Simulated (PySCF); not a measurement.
A structure optimised at PBE-D3(BJ)/def2-SVP, used in a PySCF frequency run:

```xyz
7

Zr     0.0611    -0.0099     0.0171
Cl     1.4006     0.9708    -1.6444
Cl     1.1394    -0.1580     2.0937
S     -0.7560    -2.1847    -0.6731
H     -0.7706    -1.7330    -1.9653
S     -1.9700     1.3030     0.2411
H     -1.2397     2.4180     0.5540
```

Task: Write its SMILES and formula.

Result: [SH][Zr]([SH])([Cl])[Cl], Cl2H2S2Zr

Task: What are its rotational constants (standard atomic weights)?

Result: 0.99262, 0.97988, 0.93338 GHz
